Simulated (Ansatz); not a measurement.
Isolated molecules relaxed with PBE0-D4/def2-TZVP in Ansatz; ΔE leaves out vibrations. CBS: MP2 limit from def2 TZ/QZ plus the TZ coupled-cluster correction, frozen cores. This one scheme is used for every species. DFT in def2-TZVPP. B3LYP here is the variant with VWN-RPA as its local correlation; programs differ in this. Each species was taken in one conformer, which may not be the lowest.

`C=C([SiH3])NC` + `SS` → `C=C([SiH3])SS` + CH₃NH₂  (substitution at a C–N bond)

Problem. Is it downhill or uphill in electronic energy at CCSD(T)/CBS, and by how much? (Best estimate.)

Solution. Ansatz gave: Downhill: ΔE = -0.20 eV.

Problem. What do these levels give: r2SCAN-D4, PBE0-D4, ωB97X-V, ωB97M-V, PBE0, B3LYP, HF/def2-TZVPP, CCSD(T)/def2-TZVPP, MP2/def2-QZVPP, SCS-MP2/def2-QZVPP, MP2/CBS(def2), CCSD/CBS(def2)? (An estimate is asked.)

Solution. Computed: r2SCAN-D4 -0.13, PBE0-D4 -0.13, ωB97X-V -0.11, ωB97M-V -0.13, PBE0 -0.10, B3LYP -0.08, HF/def2-TZVPP -0.06, CCSD(T)/def2-TZVPP -0.17, MP2/def2-QZVPP -0.25, SCS-MP2/def2-QZVPP -0.22, MP2/CBS(def2) -0.27, CCSD/CBS(def2) -0.17 eV.

Largest T1 diagnostic among the species: 0.013.

In def2-TZVPP, CCSD(T) changes the Hartree–Fock value by −0.12 eV (the triples alone add −0.03 eV) and MP2 by −0.18 eV. The D4 term adds −0.05 eV with B3LYP and −0.03 eV with PBE0; it sums over pairs of atoms, weighted by their polarisabilities, and B3LYP, whose exchange is more repulsive, gets the larger term.
